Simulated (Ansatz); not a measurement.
Program: Ansatz. Geometries: PBE0-D4/def2-TZVP. ΔE: electronic, gas phase. CBS: MP2 limit from def2 TZ/QZ plus the TZ coupled-cluster correction, frozen cores. This one scheme is used for every species, atoms too. DFT in def2-TZVPP. Open shells (•) are unrestricted, without spin–orbit coupling. Spin–orbit coupling would lower the free atoms: a little for C, O, Si. Each species was taken in one conformer, which may not be the lowest.

Reaction (atomization): `C[SiH](O)P` → C• + 7 H• + O• + P• + Si•

| species | PBE-D4 energy (Eh) |
| --- | --- |
| `C[SiH](O)P` | -748.07524 |
| C• | -37.79597 |
| H• | -0.49962 |
| O• | -75.00967 |
| P• | -341.10299 |
| Si• | -289.22289 |

Task: Work out ΔE.

Result: ΔE = 7 × (-0.49962) + (-37.79597) + (-75.00967) + (-341.10299) + (-289.22289) − (-748.07524) = 1.44638 Eh = +39.36 eV. CCSD(T)/CBS gives +39.17 eV.

Largest T1 diagnostic among the species: 0.012.

From PBE to PBE0 (25 % exact exchange), in def2-TZVPP and without D4, ΔE moves by −0.45 eV: exact exchange takes away binding that semilocal exchange gives to molecules. In def2-TZVPP, CCSD(T) changes the Hartree–Fock value by +9.55 eV (the triples alone add +0.48 eV) and MP2 by +9.70 eV; breaking electron pairs costs correlation energy, which Hartree–Fock lacks.

For atomizations the MP2-based limit and the directly extrapolated one differ by several kJ/mol either way, and by 10 to 25 for some Ge, Se and Sn compounds, so smaller differences from it don't rank the levels.
